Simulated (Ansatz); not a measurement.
A run for Ansatz (a quantum-chemistry and plane-wave program): R-B3LYP/def2-TZVPP on BiF2HTe (SMILES [F][Bi]([F])[TeH]), a point of a torsion scan. Elements past Kr take the def2 small-core potentials; no spin–orbit coupling.

Ansatz 0.2 input:
```yaml
crystal:
  periodic: [false, false, false]
  atoms:
    - {symbol: F, position_ang: [-1.39197182, 1.50227015, 0.28499725]}
    - {symbol: Bi, position_ang: [-0.73087549, -0.06649141, -0.86867160]}
    - {symbol: F, position_ang: [-1.84996749, -1.43014048, 0.20002087]}
    - {symbol: Te, position_ang: [1.37808236, -0.37704444, 0.83450954]}
    - {symbol: H, position_ang: [2.38659407, -0.95797782, -0.34069544]}
basis:
  gaussian:
    orbitals: def2-TZVPP
hamiltonian:
  xc: {name: B3LYP}
scf: {lower_state_search: off}
```

The head of its log:

```
WARN ansatz: RAYON_NUM_THREADS=1 ignored (pool sized by the plan → 1); use --threads N
Functional definition: B3LYP
these checks for a lower state are left out or cut short: stability, starts, cluster_reference, orbital_swaps, neighbouring_geometries, increment
integrals: 0.09 GiB planned
1199 factors; their error is unknown
mean field: 0.82 GiB planned
mean field evaluation 1: about -18586.9080 eV, gradient 6.1e1 eV
mean field evaluation 2: about -18540.9953 eV, gradient 1.8e2 eV
```

Problem. Give the final energy of this run.

Solution. -683.2866 hartree.
